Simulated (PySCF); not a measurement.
ZnF2, SMILES [F][Zn][F].

Coordinates come from a PBE0-D3(BJ)/def2-TZVP optimisation. The isomer is the one that the SMILES or the coordinates give; other isomers of the formula were not compared.

Method: TDDFT-B3LYP/def2-SVPD run with PySCF.

Vertical excitations; the highest root listed may be one member of a degenerate set. The molecule is in vacuum. State labels are in the subgroup D2h.

Computed lowest excited states:
```
state  symmetry  energy (eV)  λ (nm)      f                                              main pairs
-----  --------  -----------  ------  -----  ------------------------------------------------------
S1          B2g         6.45     192  0.000                            HOMO−1→LUMO (degenerate set)
S2          B3g         6.45     192  0.000                              HOMO→LUMO (degenerate set)
S3          B2u         7.20     172  0.043                            HOMO−3→LUMO (degenerate set)
S4          B3u         7.20     172  0.043                            HOMO−2→LUMO (degenerate set)
S5           Ag         8.01     155  0.000                                        HOMO−4→LUMO 91 %
S6          B1u         8.17     152  0.092  HOMO−5→LUMO 68 %, HOMO−1→LUMO+2 16 %, HOMO→LUMO+1 16 %
S7           Au         8.57     145  0.000                    HOMO→LUMO+2 50 %, HOMO−1→LUMO+1 50 %
S8          B1u         8.61     144  0.000             HOMO→LUMO+1, HOMO−1→LUMO+2 (degenerate set)
S9           Au         8.61     144  0.000             HOMO−1→LUMO+1, HOMO→LUMO+2 (degenerate set)
S10         B1g         9.21     135  0.000                  HOMO−2→LUMO+1 50 %, HOMO−3→LUMO+2 50 %
T1          B2g         6.12     202      0                            HOMO−1→LUMO (degenerate set)
T2          B3g         6.12     202      0                              HOMO→LUMO (degenerate set)
T3          B3u         6.77     183      0                            HOMO−2→LUMO (degenerate set)
T4          B2u         6.77     183      0                            HOMO−3→LUMO (degenerate set)
```
Triplets are in the Tamm–Dancoff approximation, which puts them higher than full response would, so one can lie above its singlet here.
